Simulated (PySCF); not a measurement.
Cl2Zr, SMILES [Cl][Zr][Cl], multiplicity 1. Geometry: PBE0-D3(BJ)/def2-TZVP. The spin state was assumed, not searched. The def2 effective core potentials stand for the cores of Zr; spin–orbit coupling is left out.

Computed equilibrium geometry at PBE0-D3(BJ)/def2-TZVP (PySCF confirms it by a frequency run) as Cartesian coordinates in Å, and its point group:
point group C2v.
```xyz
3

Zr     0.0000     0.0000     0.4632
Cl     0.0000     2.0625    -0.5449
Cl     0.0000    -2.0625    -0.5449
```
